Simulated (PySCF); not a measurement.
C6H10, SMILES CC1C[C@H](C)C=1.

The structure is a stationary point at PBE0-D3(BJ)/def2-SVP.

Vertical ionisation energy (IE) and electron affinity (EA) in eV. Rows of orbital energies are one-electron estimates. Where ΔSCF, EOM or ADC give a negative EA the extra electron is unbound and the value depends on the basis.

| level | IE | EA |
|---|---|---|
| −ε(HOMO), −ε(LUMO), B3LYP/def2-TZVP (PySCF) | ? | ? |
| −ε(HOMO), −ε(LUMO), PBE/def2-TZVP (PySCF) | 5.66 | 0.42 |

Question: What belongs in the gaps? (Estimate from the structure and the level; the computed values follow.)

Answer: 
- −ε(HOMO), −ε(LUMO), B3LYP/def2-TZVP (PySCF), IE: 6.54
- −ε(HOMO), −ε(LUMO), B3LYP/def2-TZVP (PySCF), EA: -0.35
